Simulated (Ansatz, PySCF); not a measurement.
Si(F)(Me)3 (C3H9FSi), SMILES C[Si](C)(C)F.

Geometry: PBE0-D3(BJ)/def2-SVP.

Vertical ionisation energy (IE) and electron affinity (EA) in eV. Rows of orbital energies are one-electron estimates. Where ΔSCF, EOM or ADC give a negative EA the extra electron is unbound and the value depends on the basis.

| level | IE | EA |
|---|---|---|
| −ε(HOMO), −ε(LUMO), B3LYP/def2-TZVP (PySCF) | [?] | [?] |
| −ε(HOMO), −ε(LUMO), PBE/def2-TZVP (PySCF) | 7.23 | -0.11 |
| ΔSCF, CAM-B3LYP/def2-TZVPD (Ansatz), final states of multiplicity 2 and 2 | 10.87 | -1.22 |
| ΔSCF, PBE/def2-TZVPD (Ansatz), final states of multiplicity 2 and 2 | 10.24 | -0.95 |

**Question.** Complete the blanks. (An estimate is asked for; the answer gives what the named calculation found.)

**Answer.** 
- −ε(HOMO), −ε(LUMO), B3LYP/def2-TZVP (PySCF), IE: 8.41
- −ε(HOMO), −ε(LUMO), B3LYP/def2-TZVP (PySCF), EA: -0.53

**Question.** What vertical singlet–triplet gap does ΔSCF give with CAM-B3LYP/def2-TZVPD (Ansatz, a first-principles code) and with PBE/def2-TZVPD (Ansatz)? (The exact figures need the calculation; the answer reports its results.)

**Answer.** 7.92 and 7.09 eV (triplet above singlet where positive).
